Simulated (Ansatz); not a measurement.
```xyz
3

V     0.0000    0.0000    0.0000
F     0.0000    1.9525    0.1708
F     0.0000   -1.9525    0.1708
```

Basis set: pcseg-2 (spherical functions). Charge 0, multiplicity 4.

Computed with Ansatz (development build ahead of 0.2.0); each method stands on the lowest determinant of its kind that the runs found. Restricted functionals stand beside restricted open-shell atoms, which can lie above the unrestricted atoms usual in DFT and then raise those values.

The atomization energy at this shape (free ground-state atoms in the same class of orbitals less the molecule, no zero-point energy) of quartet VF₂:

```csv
method,atomization energy
ωB97X (restricted open-shell),11.52 eV
```

(1) What does PBE0 (unrestricted) give?

## Answers

(1) 11.39 eV. Caution: other spin multiplicities were not run. Caution for ωB97X (restricted open-shell): no unrestricted run beside it, a lower state can exist. Caution for PBE0 (unrestricted): a free atom is spin contaminated.

The shape needn't be a minimum at these levels.
